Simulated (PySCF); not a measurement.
B(OH)2(SeH) (BH₃O₂Se), SMILES OB([SeH])O.

Geometry: PBE-D3(BJ)/def2-SVP. Other conformers were not sampled.

Level of theory: ωB97X/def2-TZVP (PySCF).

Gas-phase values at a fixed geometry.

Problem. Estimate the frontier levels, gap, dipole moment and polarisability. (The exact figures need the calculation; the answer reports its results.)

Solution. 
```
Item                                                                                                            Value
---------------------------------------------------------------------------------------------  ----------------------
highest occupied level                                                                                       -9.39 eV
lowest empty level                                                                                            1.94 eV
orbital gap                                                                                                  11.34 eV
dipole moment                                                                                                  1.29 D
quadrupole, principal values (traceless, Buckingham form, about the centre of nuclear charge)   -5.12, 1.59, 3.53 D·Å
mean static polarisability                                                                       47.1 bohr³ (6.97 Å³)
polarisability, principal values                                                               36.9, 47.3, 57.0 bohr³
```
